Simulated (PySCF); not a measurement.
Cl2H4OSi2, SMILES Cl[SiH2]O[SiH2]Cl. Atoms are numbered in the order given.

```xyz
9

Si     1.4265     0.6412     0.6697
Cl     2.0913    -0.4669    -0.9537
O      0.0000     0.0000     1.2128
Si    -1.4265    -0.6412     0.6697
Cl    -2.0913     0.4669    -0.9537
H      1.2286     2.0400     0.2250
H      2.4204     0.5317     1.7601
H     -2.4204    -0.5317     1.7601
H     -1.2286    -2.0400     0.2250
```

The structure is a stationary point at B3LYP-D3(BJ)/def2-SVP. One conformer was computed; it need not be the lowest.

Two levels are set side by side: PBE/pcSseg-1 (PySCF) and KT2/pcSseg-1 (PySCF). GIAO shifts against H2O (¹⁷O), HCl (³⁵Cl), TMS (²⁹Si), TMS (¹H) at the same level; non-relativistic, no solvent, atoms listed together averaged. Without spin–orbit terms, shifts of atoms bonded to Cl or Br come out too high at both levels. Differences are taken from unrounded values.

```csv
quantity,KT2,PBE,PBE minus KT2
"δ(²⁹Si) of Si1, Si4 (ppm)",-10.5,-12.4,-1.9
"δ(³⁵Cl) of Cl2, Cl5 (ppm)",71.4,69.6,-1.8
δ(¹⁷O) of O3 (ppm),98.1,102.6,4.5
```

Rough cost on one machine, each run with all the roots and properties that it gave: KT2 against PBE within a factor of 2.
